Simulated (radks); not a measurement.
Cs13+, 42 electrons, occupied as [Kr] 4d6. Calculated with a radial shooting solver on a logarithmic mesh with Libxc functionals: non-relativistic Kohn-Sham, LB94 model potential, spin-polarised, spherical densities, point nucleus; open shells are filled with parallel spins first (spin-orbit coupling, left out, can overturn this in heavy ions); relativity is left out, which matters for an element this heavy.

Normalised radial functions P(r) = r R(r), r in bohr:

```
   r/bohr * 4s up, o 4s down (the largest magnitude, 1.4, reaches the edge; | marks zero, & curves that meet)
   0.0022                             | &
  0.00282                             |  &
 0.003642                             |  &
 0.004668                             |   &
 0.005981                             |    &
 0.007726                             |    &
 0.009901                             |     &
  0.01269                             |     &
  0.01639                             |     &
    0.021                             |    &
  0.02691                             |  &
  0.03477                             &
  0.04455                         &   |
  0.05755                     &       |
  0.07375                   &         |
   0.0945                   &         |
   0.1221                         &   |
   0.1564                             |    &
   0.2005                             |             &
    0.259                             |              &
   0.3318                             |     &
   0.4252                   &         |
   0.5493     &                       |
   0.7039  &                          |
   0.9093          &                  |
    1.165                    &        |
    1.493                          &  |
    1.929                             &
    2.472                             &
```

4s up: eigenvalue -454.18 eV, 3 radial nodes at r = 0.0354, 0.137, 0.367 bohr, <r> = 0.701 bohr, 90 % of the charge inside 1.00 bohr. 4s down: eigenvalue -451.01 eV, 3 radial nodes at r = 0.0354, 0.137, 0.367 bohr, <r> = 0.700 bohr, 90 % of the charge inside 1.00 bohr.
